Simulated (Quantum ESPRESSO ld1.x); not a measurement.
Q: W+, configuration [Xe] 4f14 5d5 (not the ground configuration). Calculated with ld1.x of Quantum ESPRESSO 7.5: Dirac Kohn-Sham, PBE, spin-unpolarised, spherical densities, point nucleus; open shells fill j = l - 1/2 first. Some entries of the table are withheld. Estimate them.

| orbital | occ. | eigenvalue (Ry) | <r^2> (bohr^2) | <1/r> (bohr^-1) |
|---|---|---|---|---|
| 1s1/2 | 2 | -5101.14 | 0.0004628 | 87.13 |
| 2s1/2 | 2 | -880.096 | 0.007060 | 21.20 |
| 2p1/2 | 2 | -841.531 | 0.005042 | 21.15 |
| 2p3/2 | 4 | -742.095 | 0.006243 | 17.77 |
| 3s1/2 | 2 | -202.936 | 0.04612 | 7.779 |
| 3p1/2 | 2 | -185.782 | 0.04232 | 7.692 |
| 3p3/2 | 4 | -164.280 | 0.04891 | 6.817 |
| 3d3/2 | 4 | -135.441 | 0.03792 | 6.710 |
| 3d5/2 | 6 | -130.766 | 0.03973 | 6.504 |
| 4s1/2 | 2 | -42.1299 | 0.2282 | 3.269 |
| 4p1/2 | 2 | -35.0189 | 0.2354 | (1) |
| 4p3/2 | 4 | -30.0359 | 0.2708 | (2) |
| 4d3/2 | 4 | -18.3682 | 0.2954 | 2.638 |
| 4d5/2 | 6 | -17.4501 | 0.3088 | 2.565 |
| 5s1/2 | 2 | -6.13969 | 1.290 | 1.260 |
| 5p1/2 | 2 | -4.04678 | (3) | 1.127 |
| 5p3/2 | 4 | -3.33500 | (4) | 1.018 |
| 4f5/2 | 6 | (5) | 0.4586 | 2.100 |
| 4f7/2 | 8 | (6) | 0.4747 | 2.068 |
| 5d3/2 | 4 | -0.76060 | (7) | 0.6551 |
| 5d5/2 | 1 | -0.70877 | (8) | 0.6278 |

A: 
(1) 4p1/2 <1/r> (bohr^-1): 3.158
(2) 4p3/2 <1/r> (bohr^-1): 2.853
(3) 5p1/2 <r^2> (bohr^2): 1.590
(4) 5p3/2 <r^2> (bohr^2): 1.893
(5) 4f5/2 eigenvalue (Ry): -2.85985
(6) 4f7/2 eigenvalue (Ry): -2.69551
(7) 5d3/2 <r^2> (bohr^2): 4.904
(8) 5d5/2 <r^2> (bohr^2): 5.340
